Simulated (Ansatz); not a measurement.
Born–Oppenheimer molecular dynamics of C2H9NSi (13 atoms, charge 0, multiplicity 1). It starts from a rough guess of a transition structure, not a stationary point.

Theory: UKS B3LYP/STO-3G in Ansatz.

```json
{
  "ensemble": "NVE (velocity Verlet)",
  "time step": "0.5 fs",
  "steps asked": "150",
  "starting velocities drawn for": "300 K",
  "seed": "530179"
}
```

First frame:

```xyz
13
Properties=species:S:1:pos:R:3
Si -0.286 0.031 -0.678
N 0.778 1.342 0.606
C -1.536 0.410 0.633
H -0.448 1.119 1.138
H -0.204 0.627 -2.014
C 0.689 -1.595 -0.624
H 0.986 2.251 0.209
H 1.646 0.990 0.996
H -2.362 1.051 0.343
H -1.927 -0.421 1.210
H 0.860 -1.900 0.405
H 0.145 -2.396 -1.116
H 1.658 -1.509 -1.109
```

(1) How far do the bonds stretch over the last three quarters of this one trajectory? (Pairs bonded in most of those frames.)

Answers

(1) 
```json
{"bond": "Si1–N2", "mean (Å)": "1.810", "spread (Å)": "0.124", "shortest": "1.63", "longest": "2.00"}
{"bond": "Si1–C3", "mean (Å)": "1.941", "spread (Å)": "0.078", "shortest": "1.77", "longest": "2.07"}
{"bond": "Si1–H5", "mean (Å)": "1.455", "spread (Å)": "0.060", "shortest": "1.37", "longest": "1.55"}
{"bond": "Si1–C6", "mean (Å)": "1.894", "spread (Å)": "0.025", "shortest": "1.84", "longest": "1.93"}
{"bond": "N2–H7", "mean (Å)": "1.059", "spread (Å)": "0.042", "shortest": "0.99", "longest": "1.14"}
{"bond": "N2–H8", "mean (Å)": "1.055", "spread (Å)": "0.043", "shortest": "0.98", "longest": "1.14"}
{"bond": "C3–H4", "mean (Å)": "1.128", "spread (Å)": "0.092", "shortest": "0.96", "longest": "1.29"}
{"bond": "C3–H9", "mean (Å)": "1.106", "spread (Å)": "0.047", "shortest": "1.02", "longest": "1.19"}
{"bond": "C3–H10", "mean (Å)": "1.111", "spread (Å)": "0.068", "shortest": "0.99", "longest": "1.23"}
{"bond": "C6–H11", "mean (Å)": "1.102", "spread (Å)": "0.033", "shortest": "1.05", "longest": "1.16"}
{"bond": "C6–H12", "mean (Å)": "1.102", "spread (Å)": "0.029", "shortest": "1.05", "longest": "1.15"}
{"bond": "C6–H13", "mean (Å)": "1.103", "spread (Å)": "0.032", "shortest": "1.04", "longest": "1.17"}
```

Mean temperature of the second half: 1050 K. The conserved energy stayed within 1 meV per atom of its start (net change -0.0096 meV per atom), so the integration is sound. The kinetic energy rose, since the run started high on the potential surface and went downhill. A run of 0.075 ps of so small a system gives no equilibrium averages. The orbitals were unrestricted but ended closed-shell. Limits of this set-up: minimal basis.

Run time: 3.7 min on 1 thread of Intel(R) Xeon(R) Platinum 8559C (Emerald Rapids) (shared host), peak memory 0.14 GiB.
